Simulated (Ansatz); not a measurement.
`BC=C=O` + `[SiH3]N[SiH3]` → `BN([SiH3])[SiH3]` + `C=C=O` at 400 K and 1 bar (ligand exchange at a B–C bond).

Isolated molecules relaxed with PBE0-D4/def2-TZVP in Ansatz; ΔE leaves out vibrations. CCSD(T)/CBS adds triple-zeta CCSD(T) − MP2 to the extrapolated MP2 energy (def2 sets, frozen cores). This one scheme is used for every species.

```tsv
species	CCSD(T)/CBS energy (Eh)	H − E (kJ/mol)	S (J/(mol·K))
`BC=C=O`	-177.84089	139.7	300.3
`[SiH3]N[SiH3]`	-637.10515	203.4	366.7
`BN([SiH3])[SiH3]`	-662.52490	240.8	386.1
`C=C=O`	-152.43640	100.6	257.4
```

H − E and S are ideal-gas, rigid-rotor, harmonic terms from PBE0-D4/def2-TZVP. 1 Eh = 2625.50 kJ/mol, R = 8.31446 J/(mol·K).

Task: By hand: ΔE, ΔH, ΔS and ΔG.

Result: ΔE = (-662.52490) + (-152.43640) − (-177.84089) − (-637.10515) = -0.01526 Eh = -40.1 kJ/mol. Δ(H − E) = 240.8 + 100.6 − 139.7 − 203.4 = -1.7, so ΔH = -41.8 kJ/mol. ΔS = 386.1 + 257.4 − 300.3 − 366.7 = -23.5 J/(mol·K). ΔG = -41.8 − 400 × (-23.5)/1000 = -32.4 kJ/mol.

Task: By hand: the equilibrium constant, and the temperature at which ΔG would vanish if ΔH and ΔS stayed fixed.

Result: log₁₀ K = −ΔG/(RT ln 10) = 4.2. ΔG = 0 at ΔH/ΔS = 1779 K.

ΔH outweighs TΔS. A doubt of 5 kJ/mol in ΔE shifts log₁₀ K by 0.7 here. Modes under 60 cm⁻¹, often nearly free rotors, make the harmonic entropy too high. These are equilibria of isolated gas molecules and say nothing of rates. Largest T1 diagnostic: 0.017 (customary marks: 0.02 for closed shells, 0.045 for open ones).
